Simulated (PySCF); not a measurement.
**Partial charges of `C/C(F)=C(/C)CC#N`**

Compound: C6H8FN.
Numbering: `[CH3:1]/[C:2]([F:3])=[C:4](/[CH3:5])[CH2:6][C:7]#[N:8]` (hydrogens: H9, H10, H11 on C1; H12, H13, H14 on C5; H15, H16 on C6)

Cartesian coordinates in Å at the GFN2-xTB level; atoms count from 1:
```
atom  x, y, z in Å
C1    -1.779    0.970    0.450
C2    -1.015   -0.312    0.401
F3    -1.663   -1.348    0.994
C4     0.173   -0.526   -0.155
C5     0.871   -1.850   -0.143
C6     0.906    0.619   -0.819
C7     1.441    1.507    0.185
N8     1.855    2.195    0.998
H9    -2.649    0.841    1.089
H10   -2.121    1.257   -0.545
H11   -1.163    1.774    0.848
H12    1.049   -2.193   -1.162
H13    1.835   -1.760    0.357
H14    0.276   -2.594    0.377
H15    0.240    1.195   -1.468
H16    1.736    0.236   -1.418
```

Density: PBE0/pcSseg-1 (PySCF); schemes: Mulliken, IAO, Hirshfeld and ESP-fitted. One conformer (not necessarily the lowest) at the GFN2-xTB geometry, without solvent, vibrations or thermal averaging.

Atoms with like bonding are taken together and averaged. Which atoms carry the highest charge in the Mulliken, IAO, Hirshfeld and ESP-fitted schemes?

The schemes don't all agree: Mulliken C2 (+0.286); IAO C2 (+0.286); Hirshfeld C2 (+0.090); ESP-fitted C7 (+0.477).

At which atom do the 4 schemes differ most?

At C4: from -0.485 (Mulliken) to +0.172 e (ESP-fitted), 0.657 e apart.

Tabulate the Mulliken, IAO, Hirshfeld and ESP-fitted charges.

In e; atoms taken as equivalent share a row and are averaged (×n: the atom named and its like, n in all):

| atom | environment | Mulliken | IAO | Hirshfeld | ESP-fitted |
| --- | --- | --- | --- | --- | --- |
| C1 | allylic carbon | -0.250 | -0.456 | -0.120 | -0.500 |
| C2 | vinylic C–F carbon | +0.286 | +0.286 | +0.090 | +0.260 |
| F3 | vinyl fluorine | -0.287 | -0.279 | -0.081 | -0.193 |
| C4 | fully substituted alkene carbon | -0.485 | -0.051 | -0.022 | +0.172 |
| C5 | allylic carbon | -0.134 | -0.425 | -0.120 | -0.669 |
| C6 | sp3 carbon next to a nitrile | -0.134 | -0.298 | -0.038 | -0.587 |
| C7 | nitrile carbon | +0.063 | +0.140 | +0.085 | +0.477 |
| N8 | nitrile nitrogen | -0.250 | -0.253 | -0.231 | -0.497 |
| H9/H10/H11 | methyl hydrogen | +0.151 | +0.168 | +0.053 | +0.165 |
| H12/H13/H14 | methyl hydrogen | +0.130 | +0.155 | +0.046 | +0.197 |
| H15/H16 | methylene hydrogen | +0.174 | +0.183 | +0.070 | +0.225 |

Mean size of the charges over all atoms: ESP-fitted 0.306 e, IAO 0.220 e, Mulliken 0.192 e, Hirshfeld 0.077 e. Each set sums to the total charge, 0, to within 0.001 e. The Hirshfeld scheme weights the molecular density at each point by an atom's share of the summed free-atom densities. The Mulliken scheme counts on each atom the diagonal of the density matrix times the overlap matrix over that atom's basis functions.

Some averages cover members that differ in this geometry: H15/H16, ESP-fitted +0.204 to +0.247; H9/H10/H11, ESP-fitted +0.145 to +0.181 e.

How many electrons does the ESP-fitted scheme count on C2?

Z − q = 6 − (+0.260) = 5.740.

How closely do the schemes follow one another over all atoms?

Correlation coefficient and root-mean-square difference: IAO with ESP-fitted 0.92, 0.155 e; IAO with Hirshfeld 0.88, 0.169 e; Hirshfeld with ESP-fitted 0.87, 0.274 e; Mulliken with IAO 0.80, 0.148 e; Mulliken with Hirshfeld 0.77, 0.157 e; Mulliken with ESP-fitted 0.60, 0.279 e.

Sum the charges by element, for elements with more than one atom.

| element | atoms | Mulliken | IAO | Hirshfeld | ESP-fitted |
| --- | --- | --- | --- | --- | --- |
| C | 6 | -0.654 | -0.805 | -0.125 | -0.847 |
| H | 8 | +1.191 | +1.336 | +0.437 | +1.536 |
